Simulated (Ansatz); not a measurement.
Consider the ligand exchange at the Si–C bond: `F[SiH2]OC[SiH3]` + `[CH2]1[NH][AlH]1` → `[SiH3][N]1[CH2][AlH]1` + `CO[SiH2]F`.

Isolated molecules relaxed with PBE0-D4/def2-TZVP in Ansatz; ΔE leaves out vibrations. CBS: MP2 limit from def2 TZ/QZ plus the TZ coupled-cluster correction, frozen cores. DFT in def2-TZVPP. B3LYP here is the variant with VWN-RPA as its local correlation; programs differ in this. Each species was taken in one conformer, which may not be the lowest.

`F[SiH2]OC[SiH3]`:

Cartesian coordinates in Å:
```
F -2.674 1.425 -0.605
Si -1.541 0.642 -1.413
O -0.168 0.552 -0.545
C -0.020 -0.233 0.636
Si 1.822 -0.482 0.982
H -1.223 1.410 -2.631
H -2.082 -0.714 -1.670
H -0.500 0.269 1.484
H -0.513 -1.209 0.522
H 2.453 -1.201 -0.153
H 2.483 0.834 1.169
H 1.964 -1.292 2.223
```

`[CH2]1[NH][AlH]1`:

Cartesian coordinates in Å:
```
C -0.359 -0.317 -0.698
N 0.578 -0.514 0.466
Al -0.071 1.074 0.592
H 0.112 -0.316 -1.684
H -1.249 -0.951 -0.696
H 1.072 -1.379 0.591
H -0.082 2.402 1.430
```

`[SiH3][N]1[CH2][AlH]1`:

Z-matrix (Å, degrees):
```
Si
N 1 1.707
H 1 1.493 2 111.7
H 1 1.493 2 111.6 3 119.4
H 1 1.488 2 109.0 3 -120.3
C 2 1.531 1 123.6 3 -59.8
Al 2 1.743 1 165.7 3 120.1
H 6 1.092 2 114.1 1 -64.4
H 6 1.092 2 114.1 1 64.4
H 7 1.568 2 144.6 1 0.1
```

`CO[SiH2]F`:

```xyz
9

C     0.939   -0.159   -0.992
O    -0.409   -0.276   -0.588
Si   -0.988    0.146    0.867
F    -0.475   -0.853    2.003
H     1.523   -1.013   -0.639
H     0.969   -0.139   -2.083
H     1.396    0.763   -0.613
H    -2.457    0.039    0.790
H    -0.497    1.491    1.256
```

| level | ΔE (kJ/mol) |
| --- | --- |
| r2SCAN-D4 | -88.0 |
| ωB97M-V | -86.7 |
| r2SCAN | -87.9 |
| B3LYP | -87.3 |
| SCS-MP2/def2-TZVPP | -96.0 |
| HF/def2-QZVPP | -102.7 |
| SCS-MP2/def2-QZVPP | -95.6 |
| CCSD/CBS(def2) | -90.2 |

Q: What does CCSD(T)/CBS give? (Estimate.)

A: Computed: -89.2 kJ/mol. The listed levels differ from it by 1.2, 2.5, 1.3, 1.9, -6.8, -13.5, -6.4, -1.0 kJ/mol.

Largest T1 diagnostic among the species: 0.015.

In def2-TZVPP, CCSD(T) changes the Hartree–Fock value by +11.7 kJ/mol (the triples alone add +1.0 kJ/mol) and MP2 by +6.5 kJ/mol. From PBE to PBE0 (25 % exact exchange), in def2-TZVPP and without D4, ΔE moves by −5.1 kJ/mol.
